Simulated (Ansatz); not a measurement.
Ansatz (a first-principles code) input (HF/6-31G*):

Ansatz 0.2 input:
```yaml
crystal:
  periodic: [false, false, false]
  atoms:
    - {symbol: C, position_ang: [-1.62763951, 0.78748399, 1.15358737]}
    - {symbol: C, position_ang: [-1.10086400, 0.02850108, -0.01563071]}
    - {symbol: C, position_ang: [-1.66172644, -1.32354734, -0.29494563]}
    - {symbol: C, position_ang: [0.20059786, 0.42855176, -0.62927387]}
    - {symbol: C, position_ang: [1.41393602, -0.11232585, 0.13042620]}
    - {symbol: O, position_ang: [2.58960968, 0.33083446, -0.54308308]}
    - {symbol: H, position_ang: [-2.72024443, 0.74976401, 1.19760540]}
    - {symbol: H, position_ang: [-1.32159994, 1.83546252, 1.12744182]}
    - {symbol: H, position_ang: [-1.27062553, 0.37491387, 2.11145136]}
    - {symbol: H, position_ang: [-2.75377907, -1.32706375, -0.22745803]}
    - {symbol: H, position_ang: [-1.37840719, -1.68265710, -1.28659737]}
    - {symbol: H, position_ang: [-1.31021056, -2.07661928, 0.42927516]}
    - {symbol: H, position_ang: [0.26887753, 0.06523965, -1.65905632]}
    - {symbol: H, position_ang: [0.29234070, 1.51833297, -0.66198271]}
    - {symbol: H, position_ang: [1.39656087, 0.25491982, 1.16384785]}
    - {symbol: H, position_ang: [1.37293849, -1.20803369, 0.16000844]}
    - {symbol: H, position_ang: [3.36144812, -0.00291660, -0.07485119]}
basis:
  gaussian:
    orbitals: 6-31G*
hamiltonian:
  xc: {name: HF}
magnetization: {spin_polarized: true, initial_magnetization: 1}
relax: {f_tol: 0.003, max_steps: 120}
```

Output:

```
Functional definition: HF
integrals: 0.07 GiB planned
1343 factors; integrals over basis functions are off by at most 4.1e-4 eV
mean field: 0.69 GiB planned
mean field evaluation 1: about -7357.9035 eV, gradient 2.7e1 eV
mean field evaluation 2: about -7358.0083 eV, gradient 2.7e1 eV
mean field evaluation 4: about -7362.0368 eV, gradient 3.6e0 eV
mean field evaluation 8: about -7362.1401 eV, gradient 1.9e-1 eV
mean field -7362.14072840 eV, -270.5536815304 hartree, gradient 5.2e-5 eV, S^2 0.764411; 0 other end points of the search recorded, 0 dependent functions left out
the calculation of the forces begins
reference -7362.14072840 eV, -270.5536815304 hartree; 25, 24 occupied and 87, 88 virtual orbitals, 1343 factors
relax step   1: F+E_penalty+E_count = -7362.14072840 eV  Δ(F+E_penalty+E_count) = +0.000e0 eV  max|allowed force component| = 8.359e-1 eV/Å  Δτ_max = 0.0000 Å  (41 SCF iters, accepted)
these checks for a lower state are left out or cut short: starts, cluster_reference, orbital_swaps, neighbouring_geometries, increment
integrals: 0.07 GiB planned
1343 factors; integrals over basis functions are off by at most 4.0e-4 eV
mean field: 0.69 GiB planned
mean field evaluation 16: about -7362.1766 eV, gradient 2.2e-1 eV
mean field -7362.17683806 eV, -270.5550085359 hartree, gradient 1.4e-5 eV, S^2 0.764189; 0 other end points of the search recorded, 0 dependent functions left out
the calculation of the forces begins
reference -7362.17683806 eV, -270.5550085359 hartree; 25, 24 occupied and 87, 88 virtual orbitals, 1343 factors
relax step   2: F+E_penalty+E_count = -7362.17683806 eV  Δ(F+E_penalty+E_count) = -3.611e-2 eV  max|allowed force component| = 2.833e-1 eV/Å  Δτ_max = 0.0185 Å  (40 SCF iters, accepted)
these checks for a lower state are left out or cut short: starts, cluster_reference, orbital_swaps, neighbouring_geometries, increment
integrals: 0.07 GiB planned
1343 factors; integrals over basis functions are off by at most 4.0e-4 eV
mean field: 0.69 GiB planned
mean field -7362.18107670 eV, -270.5551643030 hartree, gradient 1.4e-5 eV, S^2 0.764072; 0 other end points of the search recorded, 0 dependent functions left out
the calculation of the forces begins
reference -7362.18107670 eV, -270.5551643030 hartree; 25, 24 occupied and 87, 88 virtual orbitals, 1343 factors
relax step   3: F+E_penalty+E_count = -7362.18107670 eV  Δ(F+E_penalty+E_count) = -4.239e-3 eV  max|allowed force component| = 6.112e-2 eV/Å  Δτ_max = 0.0117 Å  (40 SCF iters, accepted)
these checks for a lower state are left out or cut short: starts, cluster_reference, orbital_swaps, neighbouring_geometries, increment
integrals: 0.07 GiB planned
1343 factors; integrals over basis functions are off by at most 4.0e-4 eV
mean field: 0.69 GiB planned
mean field evaluation 32: about -7362.1813 eV, gradient 3.0e-4 eV
mean field -7362.18127232 eV, -270.5551714922 hartree, gradient 1.3e-5 eV, S^2 0.764048; 0 other end points of the search recorded, 0 dependent functions left out
the calculation of the forces begins
reference -7362.18127232 eV, -270.5551714922 hartree; 25, 24 occupied and 87, 88 virtual orbitals, 1343 factors
relax step   4: F+E_penalty+E_count = -7362.18127232 eV  Δ(F+E_penalty+E_count) = -1.956e-4 eV  max|allowed force component| = 1.206e-2 eV/Å  Δτ_max = 0.0057 Å  (31 SCF iters, accepted)
these checks for a lower state are left out or cut short: starts, cluster_reference, orbital_swaps, neighbouring_geometries, increment
integrals: 0.07 GiB planned
1343 factors; integrals over basis functions are off by at most 4.0e-4 eV
mean field: 0.69 GiB planned
mean field -7362.18130542 eV, -270.5551727086 hartree, gradient 2.4e-5 eV, S^2 0.764030; 0 other end points of the search recorded, 0 dependent functions left out
the calculation of the forces begins
reference -7362.18130542 eV, -270.5551727086 hartree; 25, 24 occupied and 87, 88 virtual orbitals, 1343 factors
relax step   5: F+E_penalty+E_count = -7362.18130542 eV  Δ(F+E_penalty+E_count) = -3.310e-5 eV  max|allowed force component| = 5.605e-3 eV/Å  Δτ_max = 0.0041 Å  (29 SCF iters, accepted)
these checks for a lower state are left out or cut short: starts, cluster_reference, orbital_swaps, neighbouring_geometries, increment
integrals: 0.07 GiB planned
1343 factors; integrals over basis functions are off by at most 4.0e-4 eV
mean field: 0.69 GiB planned
mean field -7362.18131879 eV, -270.5551731997 hartree, gradient 2.4e-5 eV, S^2 0.764029; 0 other end points of the search recorded, 0 dependent functions left out
the calculation of the forces begins
reference -7362.18131879 eV, -270.5551731997 hartree; 25, 24 occupied and 87, 88 virtual orbitals, 1343 factors
relax step   6: F+E_penalty+E_count = -7362.18131879 eV  Δ(F+E_penalty+E_count) = -1.337e-5 eV  max|allowed force component| = 4.482e-3 eV/Å  Δτ_max = 0.0056 Å  (30 SCF iters, accepted)
these checks for a lower state are left out or cut short: starts, cluster_reference, orbital_swaps, neighbouring_geometries, increment
integrals: 0.07 GiB planned
1343 factors; integrals over basis functions are off by at most 3.9e-4 eV
mean field: 0.69 GiB planned
mean field -7362.18132462 eV, -270.5551734142 hartree, gradient 2.2e-5 eV, S^2 0.764019; 0 other end points of the search recorded, 0 dependent functions left out
the calculation of the forces begins
reference -7362.18132462 eV, -270.5551734142 hartree; 25, 24 occupied and 87, 88 virtual orbitals, 1343 factors
relax step   7: F+E_penalty+E_count = -7362.18132462 eV  Δ(F+E_penalty+E_count) = -5.835e-6 eV  max|allowed force component| = 1.731e-3 eV/Å  Δτ_max = 0.0040 Å  (30 SCF iters, accepted)
integrals: 0.07 GiB planned
1343 factors; integrals over basis functions are off by at most 3.9e-4 eV
mean field: 0.69 GiB planned
mean field evaluation 64: about -7362.1682 eV, gradient 9.5e-1 eV
mean field -7362.18132462 eV, -270.5551734142 hartree, gradient 2.2e-5 eV, S^2 0.764019; 1 other end points of the search recorded, 0 dependent functions left out
the calculation of the forces begins
reference -7362.18132462 eV, -270.5551734142 hartree; 25, 24 occupied and 87, 88 virtual orbitals, 1343 factors
Total energy: -7362.18132462 eV, -270.5551734142 hartree
Atom 0 at    -1.630753     0.792227     1.160083 Å, force    -0.001704     0.000385     0.001305 eV/Å
Atom 1 at    -1.117613     0.046629    -0.041656 Å, force    -0.000181    -0.000197     0.000292 eV/Å
Atom 2 at    -1.665041    -1.331244    -0.296986 Å, force    -0.001731    -0.001318     0.000136 eV/Å
Atom 3 at     0.212323     0.433093    -0.636167 Å, force     0.001330     0.000537    -0.000813 eV/Å
Atom 4 at     1.413762    -0.113589     0.132271 Å, force     0.000527     0.000252    -0.000379 eV/Å
Atom 5 at     2.576754     0.318717    -0.525121 Å, force     0.000120     0.001083    -0.001581 eV/Å
Atom 6 at    -2.714967     0.746256     1.216732 Å, force     0.000873     0.000185     0.000197 eV/Å
Atom 7 at    -1.341429     1.838259     1.134339 Å, force     0.000112    -0.000531    -0.000512 eV/Å
Atom 8 at    -1.249727     0.374130     2.094589 Å, force     0.000041     0.000008    -0.000504 eV/Å
Atom 9 at    -2.748714    -1.343762    -0.217382 Å, force     0.000866    -0.000270    -0.000115 eV/Å
Atom 10 at    -1.398395    -1.689661    -1.286426 Å, force     0.000131     0.000666     0.000310 eV/Å
Atom 11 at    -1.289048    -2.061065     0.423623 Å, force     0.000048     0.000467    -0.000189 eV/Å
Atom 12 at     0.284837     0.075919    -1.659564 Å, force     0.000261    -0.000053     0.000312 eV/Å
Atom 13 at     0.308067     1.514617    -0.672368 Å, force     0.000258    -0.000278     0.000158 eV/Å
Atom 14 at     1.397143     0.247438     1.159057 Å, force    -0.000497    -0.000021     0.000291 eV/Å
Atom 15 at     1.373756    -1.200888     0.165255 Å, force    -0.000501    -0.000253     0.000132 eV/Å
Atom 16 at     3.340257    -0.006236    -0.069516 Å, force     0.000049    -0.000660     0.000961 eV/Å
Dipole moment:     0.014792    -0.215435     0.313617 e Å
```

The geometry given is a B3LYP-D3(BJ)/def2-TZVP minimum.
